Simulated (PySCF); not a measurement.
```xyz
6
charge 0 multiplicity 1, angstrom
Te    0.0000    0.0000    0.1015
O     0.0000    0.0000    1.9091
F     1.8075    0.0000   -0.5754
F     0.0000    1.8075   -0.5754
F    -1.8075    0.0000   -0.5754
F     0.0000   -1.8075   -0.5754
```

Method: PBE/[Te def2-SVP with ECP28, O def2-SVP, F def2-SVP], scalar-relativistic core potentials, density fitting, no spin–orbit coupling, PySCF.

This geometry of TeOF4 is a stationary point at this level.

What is the point group?

C4v.

Is it a minimum?

No: it has 1 imaginary mode, at 81i cm⁻¹ (b1).

List the harmonic modes with their infrared intensities.


```csv
symmetry,ω (cm⁻¹),"IR (km/mol, summed over degenerate members)"
b1,81i,–
e,202,15.1
a1,239,35.7
e,270,58.9
b2,301,0.0
b1,581,0.0
a1,603,23.0
e,641,167
a1,858,30.3
```

What are the dipole moment and the gap between the highest occupied and lowest empty levels?

0.56 D and 2.34 eV.

Give the atomic charges and bond orders.


```tsv
atom	Mulliken	Löwdin	polar tensor	Mayer order to Te1
Te1	1.56	1.37	2.38	–
O2	-0.39	-0.39	-0.48	1.69
F3,4,5,6	-0.29	-0.24	-0.48	0.87
```

In C4v the vibrations span 2b1 + 3e + 3a1 + b2. The b1, b2 modes carry no infrared intensity, as symmetry demands.

This need not be the most stable arrangement of these atoms. At this level a singlet minimum of C2v symmetry lies 7 kJ/mol below this structure.
